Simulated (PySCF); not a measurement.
Isomers of C7H14GeO and their computed core-level spectra.

Computed with delta-SCF UKS SCAN, pcX-2 on the ionised atom, pcseg-1 elsewhere, spin-free X2C in PySCF. Geometries: PBE0-D3(BJ)/def2-SVP; isolated species, one conformer each.

Line lists (1s up to Mg, 2p3/2 beyond, nothing for Ge; areas count atoms within a level, one atom standing for each set equivalent by bonding):
1. C 1s: 290.11 (area 2), 290.13 (area 2), 290.27 (area 2), 291.76 (area 1) eV; O 1s: 536.83 eV
2. C 1s: 289.93 (area 1), 290.07 (area 1), 290.07 (area 1), 290.09 (area 1), 290.19 (area 1), 290.23 (area 1), 291.56 (area 1) eV; O 1s: 537.39 eV
3. C 1s: 289.41 (area 1), 289.61 (area 1), 289.99 (area 1), 290.17 (area 1), 290.30 (area 1), 290.68 (area 1), 291.13 (area 1) eV; O 1s: 537.47 eV

Structures:
A. `C[C@H]1C[C@]2(C[C@@H]2[O][GeH3])C1`
B. `C=CC/C(C)=C(/C)[O][GeH3]`
C. `CC(C)[O][GeH]1[CH2]C=C[CH2]1`

Q: Which list belongs to which compound?

A: 
- 1 = C: no other candidate has these counts of sites. C 1s: 290.11 sp3 carbon bound to germanium (×2), 290.13 alkene CH carbon (×2), 290.27 methyl carbon (×2), 291.76 sp3 carbon bound to oxygen; O 1s: 536.83 oxygen bonded to C and Ge.
- 2 = A: another candidate has the same counts of sites, so positions decide. C 1s: 289.93 four-membered-ring carbon, 290.07 four-membered-ring carbon, 290.07 sp3 carbon at a ring junction, 290.09 three-membered-ring carbon, 290.19 four-membered-ring carbon, 290.23 methyl carbon, 291.56 sp3 carbon bound to oxygen; O 1s: 537.39 oxygen bonded to C and Ge.
- 3 = B: another candidate has the same counts of sites, so positions decide. C 1s: 289.41 fully substituted alkene carbon, 289.61 terminal =CH2 carbon, 289.99 alkene CH carbon, 290.17 allylic carbon, 290.30 allylic carbon, 290.68 allylic carbon, 291.13 vinylic carbon bearing oxygen; O 1s: 537.47 oxygen bonded to C and Ge.
